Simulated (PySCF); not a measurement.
State search for CSe

Unrestricted PBE0; PySCF, no relativity, basis sets C 6-31G(d,p), Se 6-31G(d,p). Outer shells of the fragments: C 2s2 2p2; Se 3d10 4s2 4p4.

Followed along the bond (rough minima from three points):

```json
{"2Ms+1": "1", "unpaired": "none", "⟨S²⟩ at the start": "0.00", "R at minimum (Å)": "1.68", "Te (eV)": "0.00"}
{"2Ms+1": "3", "unpaired": "σ ↑, π ↑", "⟨S²⟩ at the start": "2.11", "R at minimum (Å)": "1.73", "Te (eV)": "2.75"}
{"2Ms+1": "5", "unpaired": "σ ↑, π ↑↑↑", "⟨S²⟩ at the start": "6.00", "R at minimum (Å)": "none in the scan", "Te (eV)": "≤ 4.76"}
```

Solutions found at the starting distance of 1.825 Å, counted from the lowest of them; the search is not exhaustive and high or unbound solutions are not listed, so other states can lie among these:

| 2Ms+1 | unpaired | term | E (eV) | ⟨S²⟩ | ⟨Lz²⟩ | μ (D) |
| --- | --- | --- | --- | --- | --- | --- |
| 1 | none | ¹Σ⁺ | 0.00 | 0.00 | 0.00 | 1.23 |
| 3 | σ ↑, π ↑ | ³Π | 2.53 | 2.11 | 1.00 | 0.04 |
| 3 | π ↑↑ | mixed | 2.76 | 2.01 | 2.01 | 1.99 |
| 1 | σ ↑, π ↓ | mixed | 3.12 | 1.01 | 1.02 | 0.42 |
| 3 | π ↑↑ | mixed | 3.28 | 2.01 | 2.01 | 1.67 |
| 5 | σ ↑, π ↑↑↑ | ⁵Π | 4.48 | 6.00 | 1.00 | 0.65 |
| 3 | σ ↑, π ↑↑↓ | mixed | 5.66 | 3.01 | 3.01 | 1.23 |
| 5 | π ↑↑↑↑ | ⁵Σ⁺ | 6.23 | 6.01 | 0.00 | 4.26 |
| 5 | σ ↑↑, π ↑↑ | mixed | 8.81 | 6.02 | 2.01 | -0.97 |
| 5 | σ ↑↑, π ↑↑ | ⁵Σ⁻ | 9.29 | 6.02 | 0.00 | 0.28 |

A term symbol is given only where ⟨S²⟩ and ⟨Lz²⟩ are close to those of a pure state; real π, δ and φ orbitals otherwise mix terms. A positive dipole means C(−)Se(+).

**Question.** Compare the gap between the two lowest followed solutions at the starting distance with the gap between their minima.

**Answer.** At PBE0 the second solution (triplet, unpaired electrons σ ↑, π ↑) lies +2.53 eV from the first (singlet, closed shell) at 1.825 Å and +2.75 eV at the minima; the two curves relax by different amounts, since their minima lie near 1.73 and 1.68 Å.

Counting both spins, an empty level lies below a filled one in some of these solutions, because spin and occupation are held.
